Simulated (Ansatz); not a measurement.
AsS₂⁺, relaxed as a singlet with RKS PBE0-D4/def2-TZVP in Ansatz, starting from the GFN1-xTB geometry. Force threshold 0.02 eV/Å.

Another isomer (singlet) lies 0.74 eV lower at PBE0-D4/def2-TZVP; other spin states weren't run for this one.

Start:

```tsv
atom	x (Å)	y (Å)	z (Å)
As1	0.000	0.000	0.000
S2	-1.953	-0.035	0.210
S3	1.953	0.035	-0.210
```

```
step  energy (eV)  largest force component (eV/Å)  SCF passes
   1  -82489.1286                           0.377          16
   2  -82489.1329                           0.152          22
   3  -82489.1336                           0.000          24
```

Force components are those of the run's own axes.

End:

```xyz
3

As    0.000    0.000    0.000
S    -1.941   -0.035    0.209
S     1.941    0.035   -0.209
```

By distances, no bond broke or formed. The bond that changes most is As1–S3, from 1.96 to 1.95 Å (atoms count from 1).

No frequencies were taken in this run, so the end may be a saddle point.

Run time 2.8 s (4 threads of Arm Neoverse V1 on a shared host).
